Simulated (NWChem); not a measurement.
A series in which one site is exchanged, each optimised at PBE0/def2-SVP with NWChem, gas phase unless a solvent is named. All stand in one matching conformer (torsions within 35°), which need not be the lowest. Low-valent species are run as closed-shell singlets; no triplet was tried in these runs. Some are not confirmed as minima by frequencies. def2 effective core potentials on Sn, Pb; no spin-orbit coupling.

A: [SH][Ge][NH2] (GeNH3S; site = Ge)
B: [NH2][Pb][SH] (PbNH3S; site = Pb)
C: N[Si]S (SiNH₃S; site = Si)
D: [NH2][Sn][SH] (SnNH$_{3}$S; site = Sn)

Task: Rank them by lowest singlet excitation, PBE0/def2-SVPD, TDA (eV), lowest first.

Result: B (4.00), D (4.13), A (4.46), C (4.53)
